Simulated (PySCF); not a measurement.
Ionisation energy of Ga⁺ by level of theory

Ga⁺ [Ar] 3d10 4s2 (1S) → Ga²⁺ [Ar] 3d10 4s1 (2S), as a difference of total energies. Computed with PySCF 2.14 in def2-TZVPPD (7s5p5d1f, 54 functions), with no relativity, point nucleus. Correlated levels: valence: [Ar] 3d10 frozen; valence and next inner shell: [Ne] frozen. The calculations carry no spin-orbit coupling.

```
                                method  ionisation energy (eV)
                                   UHF                  18.445
                                   LDA                  20.774
                                   PBE                  20.415
                                  PBE0                  20.090
                                r2SCAN                  20.138
                                  BP86                  20.562
                             CAM-B3LYP                  20.433
                                  MN15                  20.062
                                B2PLYP                  19.942
                         MP2 (valence)                  19.167
                     SCS-MP2 (valence)                  19.311
    MP2 (valence and next inner shell)                  19.631
SCS-MP2 (valence and next inner shell)                  19.692
```

Problem. How much does correlation contribute at MP2 (valence and next inner shell)?

Solution. 19.631 − (18.445) = 1.186 eV, measured against UHF.

These non-relativistic numbers lack the scalar-relativistic shift.

Errors of the correlated levels include the incompleteness of this basis and the frozen core.

MP2 underrates the near-degeneracy of ns² with np² in the lower species.

For comparison: 20.515 eV (measured; NIST Atomic Spectra Database, ionization energies).
